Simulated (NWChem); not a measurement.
System: C₂H₅FOSi; SMILES O=C[SiH2]CF

Input file for NWChem:

```
start job
memory heap 200 mb stack 900 mb global 1100 mb
geometry units angstroms noautosym nocenter noautoz
  O     -0.408662    -2.548249     0.186348
  C     -0.606643    -1.347993     0.191046
  Si     0.853057    -0.080714     0.120143
  C      0.179323     1.590506    -0.508410
  F     -0.917048     1.911137     0.311961
  H     -1.652172    -0.958733     0.253391
  H      1.370830     0.090825     1.502623
  H      1.923376    -0.609638    -0.765553
  H     -0.171240     1.543069    -1.547732
  H      0.913533     2.403383    -0.442214
end
basis spherical
  * library 6-31g*
end
dft
  xc b3lyp
  iterations 150
end
cosmo
  do_cosmo_smd true
  solvent toluene
end
task dft energy
```

Geometry: optimised at B3LYP/6-31G* (spherical d). B3LYP is NWChem's, with the RPA form of VWN correlation. Solvent: toluene.

Level: B3LYP/6-31G* with SMD (1 M gas to 1 M solution), gas-phase geometry. Reactions with the solvent are ignored.

**Question.** What results follow from this input? (B3LYP/6-31G* (spherical d), SMD on the gas-phase geometry.) Quantities: solvation free energy (kcal/mol); cavity-dispersion-structure term (kcal/mol); dipole in solution (D).

**Answer.** 
| Quantity | Result |
|---|---|
| solvation free energy (kcal/mol) | -2.8 |
| cavity-dispersion-structure term (kcal/mol) | -0.1 |
| dipole in solution (D) | 2.88 |
